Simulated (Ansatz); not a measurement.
# Worked example: GeH3(CN) → GeH3 + CN

Species: GeH3(CN), singlet; GeH3 `[GeH3]`, doublet; CN, doublet. 

Shapes, held fixed at every level: PBE0-D4/def2-TZVP. Programs: Ansatz 0.2.0. The zero-point and thermal change to 298 K, harmonic and unscaled (PBE0-D4/def2-TZVP), is -11.7 kJ/mol.

At B2PLYP/def2-TZVPP; 1 Eh = 2625.50 kJ/mol:

```
 species   energy (Eh)
GeH3(CN)  -2171.236021
    GeH3  -2078.371956
      CN    -92.682078
```

Q: Work out ΔH(298 K) of the reaction at this level.

A: 
1. Products less reactants: (-2078.371956) + (-92.682078) − [(-2171.236021)] = 0.181987 Eh = +477.8 kJ/mol.
2. With the thermal change: +477.8 + (-11.7) = +466.1 kJ/mol.

Other levels give +374.2 (HF/def2-SVP) to +491.2 kJ/mol (wB97X-V/def2-TZVPP). No measured value is set beside it here. Spin contamination: CN (⟨S²⟩ up to 1.11). Open shells run unrestricted. Relativity is left out for Ge. Outer-core shells of Ge are correlated, in sets that cover them unevenly.
